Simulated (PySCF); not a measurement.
# Fractional electron number in Mo⁺ (molybdenum, charge +1)

The 4d alpha orbital of [Kr] 4d5 is emptied in steps (occupation f), with all orbitals relaxed, ending at [Kr] 4d4. Calculation: PySCF 2.14, in def2-TZVPPD with the def2 core potential (28 electrons); scalar relativity through the core potential. The exact energy is a straight line in f; departures are measured from the line between the end points of the same method.

| f | PBE0 (eV) | r2SCAN (eV) | LC-wPBE (eV) |
| --- | --- | --- | --- |
| 1 | 0.000 | 0.000 | 0.000 |
| 0.9 | -0.320 | -0.429 | -0.065 |
| 0.7 | -0.751 | -1.008 | -0.155 |
| 0.5 | -0.899 | -1.207 | -0.187 |
| 0.3 | -0.760 | -1.019 | -0.160 |
| 0.1 | -0.327 | -0.439 | -0.069 |
| 0 | 0.000 | 0.000 | 0.000 |

**Question.** For r2SCAN, how does the orbital energy at f = 1 compare with the removal energy?

**Answer.** −ε = 11.547 eV against a total-energy difference of 16.301 eV. By Janak's theorem ε = ∂E/∂f, so the gap between them reflects the curvature. Along the path −ε is 12.471 (f = 0.9), 14.351 (f = 0.7), 16.268 (f = 0.5), 18.216 (f = 0.3), 20.189 (f = 0.1) eV.

```tsv
method	E(f=0) − E(f=1) (eV)	−ε at f=1 (eV)	−ε at f=0.5 (eV)
PBE0	16.283	12.741	16.258
r2SCAN	16.301	11.547	16.268
LC-wPBE	16.085	15.373	16.070
```

Reference removal energy between the ground levels: 16.16 ± 0.12 eV (semi-empirical (NIST evaluation); NIST Atomic Spectra Database, ionization energies). The calculation has no spin-orbit coupling. The determinant left behind need not be the lowest term of the ion.
